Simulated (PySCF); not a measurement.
From one molecule to another.

First species: hydrogen cyanide, HCN.
InChI=1S/CHN/c1-2/h1H

Second species: C4H3ClF2O2.
Numbering: `[O:1]=[CH:2][C@@:3]1([C:4]([F:5])([F:6])[Cl:7])[CH2:8][O:9]1` (hydrogens: H10 on C2; H11, H12 on C8)

Cartesian coordinates in Å at the GFN2-xTB level; atoms count from 1:
```xyz
12
C4H3ClF2O2 angstrom
O      0.2868    2.2206    0.8134
C     -0.4040    1.5206    0.1394
C     -0.1230    0.0802   -0.1762
C      1.2930   -0.4068    0.1107
F      1.5474   -0.3613    1.4300
F      1.4450   -1.6933   -0.2456
Cl     2.5001    0.5746   -0.7521
C     -1.2348   -0.8952   -0.0856
O     -0.7464   -0.4432   -1.3056
H     -1.3432    1.8629   -0.3319
H     -1.0014   -1.9201    0.1778
H     -2.2183   -0.5395    0.1997
```

Levels: B3LYP/def2-SVPD for dipole moment, HOMO energy, LUMO energy, HOMO–LUMO gap, static isotropic polarisability and electronic spatial extent ⟨r²⟩ about the centre of nuclear charge; TDDFT B3LYP/def2-SVPD for lowest singlet excitation; TDA B3LYP/def2-SVPD for lowest triplet excitation (Tamm–Dancoff); GFN2-xTB for smallest rotational constant. Geometries: GFN2-xTB. All species are isolated and taken at one optimised geometry, non-relativistic unless stated; the electronic structure was computed with PySCF and density fitting.

The conformers computed, where there is a choice (atom-mapped SMILES and torsion angles):
- `[O:1]=[CH:2][C@@:3]1([C:4]([F:5])([F:6])[Cl:7])[CH2:8][O:9]1`: O1–C2–C3–C4 -15°, C2–C3–C4–F5 65°

```
                                                         property    column X    column Y
                                                    dipole moment      3.02 D      3.28 D
                                                      HOMO energy   -10.27 eV    -8.08 eV
                                                      LUMO energy    -0.02 eV    -2.10 eV
                                                    HOMO–LUMO gap    10.25 eV     5.98 eV
                                        lowest singlet excitation     8.04 eV     4.16 eV
                         lowest triplet excitation (Tamm–Dancoff)     6.53 eV     3.58 eV
                                  static isotropic polarisability     16.1 au     67.9 au
electronic spatial extent ⟨r²⟩ about the centre of nuclear charge    49 bohr²  1142 bohr²
                                     smallest rotational constant  45.647 GHz   1.096 GHz
```

**Question.** Which column belongs to which species?

**Answer.** Column X is the first species and column Y the second. The first has 3 atoms and 14 electrons, the second 12 and 78.

**Question.** How does each property change from the first species to the second?

**Answer.** dipole moment +0.26 D; HOMO energy +2.19 eV; LUMO energy -2.08 eV; HOMO–LUMO gap -4.27 eV; lowest singlet excitation -3.88 eV; lowest triplet excitation (Tamm–Dancoff) -2.95 eV; static isotropic polarisability +51.8 au; electronic spatial extent ⟨r²⟩ about the centre of nuclear charge +1093 bohr²; smallest rotational constant -44.551 GHz.

On the first: The 8 singlets span 8.04 to 10.40 eV, and their oscillator strengths add up to 0.09. A dipole of 3.02 D is allowed in C∞v, and pure rotational transitions are dipole-allowed.

On the second: In wavenumbers S1 is 33600 cm⁻¹ (1 eV = 8065.54 cm⁻¹). The vertical singlet–triplet gap S1 − T1 is 0.58 eV (TDDFT singlet less Tamm–Dancoff triplet; S1: HOMO→LUMO, weight 0.98; T1: HOMO→LUMO, weight 0.96).
